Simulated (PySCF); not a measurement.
BaBr: energy against distance

Set-up: Ba x2c-TZVPall, Br x2c-TZVPall; spin-free X2C with a Gaussian nucleus (PySCF 2.14). Energies in eV from Ba + Br in their ground configurations at the same level. State: ²Σ⁺ (doublet), unpaired electrons σ ↑.

All columns are PBE0. A positive dipole means Ba(−)Br(+).

```tsv
R (Å)	E (eV)	μ (D)	Mulliken charge on Ba (basis-dependent)	HOMO (eV)	LUMO (eV)	Mayer bond order	⟨S²⟩
2.448	-3.425	-3.35	0.48	-3.37	-1.59	0.99	0.75
2.561	-3.911	-3.81	0.52	-3.47	-1.67	0.91	0.75
2.675	-4.171	-4.31	0.55	-3.57	-1.76	0.86	0.75
2.761	-4.260	-4.71	0.56	-3.65	-1.83	0.82	0.75
2.846	-4.282	-5.13	0.58	-3.73	-1.89	0.80	0.75
2.931	-4.255	-5.56	0.59	-3.81	-1.96	0.77	0.75
3.045	-4.163	-6.17	0.60	-3.91	-2.06	0.75	0.75
3.188	-3.993	-6.95	0.61	-4.03	-2.17	0.72	0.75
3.358	-3.742	-7.92	0.63	-4.17	-2.31	0.69	0.75
3.586	-3.382	-9.24	0.65	-4.35	-2.49	0.65	0.75
```

A fit through these points gives, at Re = 2.837 Å, μ = -5.09 D and dμ/dR = -4.99 D/Å; the reduced mass is 50.19 u.

Problem. How strong is the fundamental in the double-harmonic approximation, I = 42.26·(dμ/dR)²/μred km/mol?

Solution. I = 42.26·(-4.99)²/50.19 = 21.0 km/mol at PBE0.

Spin–orbit coupling is left out, which matters for elements this heavy, above all for dissociation energies. The state is the lowest determinant that a PBE0 search found; another state may lie lower at other levels.
